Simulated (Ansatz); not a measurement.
hafnium atom (Hf), triplet (core potentials on Hf); PBE0/def2-SVPD (Ansatz, a quantum-chemistry and plane-wave program).

Ansatz was given this input:
Ansatz 0.2 input:
```yaml
crystal:
  periodic: [false, false, false]
  atoms:
    - {symbol: Hf, position_ang: [0.00000000, 0.00000000, 0.00000000]}
basis:
  gaussian:
    orbitals: def2-SVPD
hamiltonian:
  xc: pbe0
magnetization: {spin_polarized: true, initial_magnetization: 2}
accuracy: high
```

Problem. Write the output that Ansatz gives for this input, abridged.

Solution. 
```
Functional definition: PBE0
356 factors; integrals over basis functions are off by at most 2.5e-9 eV
mean field evaluation 1: about -1301.0851 eV, gradient 4.9e0 eV
mean field evaluation 2: about -1301.3532 eV, gradient 2.0e0 eV
mean field evaluation 4: about -1301.4743 eV, gradient 6.2e-1 eV
mean field evaluation 8: about -1301.6408 eV, gradient 2.0e0 eV
mean field evaluation 16: about -1301.7215 eV, gradient 1.4e-3 eV
mean field evaluation 32: about -1301.6515 eV, gradient 6.3e-1 eV
mean field -1301.72151392 eV, -47.8373832980 hartree, gradient 1.9e-8 eV, S^2 2.003442; 6 other end points of the search recorded, 0 dependent functions left out
reference -1301.72151538 eV, -47.8373833517 hartree; 7, 5 occupied and 28, 30 virtual orbitals, 356 factors
Total energy: -1301.72151538 eV, -47.8373833517 hartree
```
